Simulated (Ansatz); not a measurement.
Basis-set extrapolation for C4H8BF, SMILES `C=C(C)B(C)F` (PBE0-D4/def2-TZVP geometry, frozen core, Ansatz). Multiplicity 1, RHF reference.

|  | def2-TZVPP | def2-QZVPP |
| --- | --- | --- |
| HF | -280.425924 | -280.438502 |
| MP2 correlation | -1.017171 | -1.089997 |
| CCSD(T) correlation | -1.106648 | not run |

Energies in hartree. Use E(X) = E(∞) + A·exp(−7.88·√X) for Hartree–Fock and E(X) = E(∞) + B·X^(−2.97) for correlation, with X = 3 and 4, and add CCSD(T) minus MP2 of the smaller set to the MP2 limit.

Q: What is the CCSD(T) energy at the basis-set limit?

A: HF limit: -280.438502 + (-0.012578) × 0.13774 = -280.44023. MP2 limit: -1.089997 + (-0.072826) × 0.74074 = -1.14394. Higher-order term: -1.106648 − (-1.017171) = -0.08948. Total: -281.67365 hartree, 88.5 kcal/mol below CCSD(T)/def2-TZVPP.
